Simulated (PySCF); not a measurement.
The same groups moved round the core (styrene fluoro+silyl). Isolated molecules, 0 K electronic values unless said otherwise. One relaxed conformer stands for each flexible species; it need not be the lowest. Strings in code marks are SMILES.

The HOMO from two functionals at the same geometries (PBE0-D3(BJ)/def2-SVP), both in PySCF: PBE-D3(BJ)/def2-TZVP and ωB97X-D3(BJ)/def2-TZVP. 

```
species                                           PBE-D3(BJ)/def2-TZVP (eV)  ωB97X-D3(BJ)/def2-TZVP (eV)
------------------------------------------------  -------------------------  ---------------------------
`C=C(F)c1ccccc1[SiH3]` (F–C–C–C torsion 157°)                         -5.92                        -9.07
`C=C([SiH3])c1cccc(F)c1` (Si–C–C–C torsion 144°)                      -6.00                        -9.11
`Fc1cc(cc(c1)[SiH3])C=C` (C–C–C–C torsion 1°)                         -5.94                        -8.99
`[SiH3]c1ccc(cc1C=C)F` (C–C–C–C torsion 20°)                          -5.99                        -9.05
`C=Cc1cc([SiH3])ccc1F` (C–C–C–C torsion 3°)                           -5.86                        -8.91
`C=Cc1ccc(F)c([SiH3])c1` (C–C–C–C torsion 1°)                         -5.71                        -8.76
```

Over these rows, drawn at random from the members with no instability flagged (it was tested for open shells, ions and some series alone), PBE minus ωB97X-D3(BJ): mean +3.08 eV, from +3.04 eV to +3.14 eV.
